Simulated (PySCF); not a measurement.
Dipole response of N (nitrogen, neutral)

[He] 2s2 2p3, high-spin 4S determinant. Calculation: PySCF 2.14, in aug-cc-pV5Z; no relativity, point nucleus. Coupled (time-dependent) response in atomic units; α is the mean over directions.

| method | mean α (bohr³) | C₆ (like pair) | S(−4) |
| --- | --- | --- | --- |
| UHF | 7.171 | 23.25 | 28.44 |
| PBE | 8.299 | 28.49 | 38.24 |
| PBE0 | 7.783 | 26.26 | 32.20 |
| TPSS | 8.135 | 28.03 | 35.57 |
| M06 | 7.458 | 24.42 | 30.31 |

S(−4) is the Cauchy moment in α(ω) = α(0) + S(−4) ω² + …

Reference α: 7.4 ± 0.2 bohr³ (recommended; Schwerdtfeger and Nagle, table of static dipole polarizabilities (2023 update)). Published C₆: 24.20 (Chu and Dalgarno (2004); Tang, Norbeck and Certain (1976)).

α(iu) at UHF:

| u (hartree) | α(iu) (bohr³) |
| --- | --- |
| 0 | 7.171 |
| 0.0500 | 7.101 |
| 0.100 | 6.902 |
| 0.200 | 6.246 |
| 0.300 | 5.465 |
| 0.500 | 4.079 |
| 0.750 | 2.883 |
| 1.00 | 2.117 |
| 1.50 | 1.261 |
| 2.00 | 0.8295 |
| 3.00 | 0.4339 |
| 5.00 | 0.1796 |
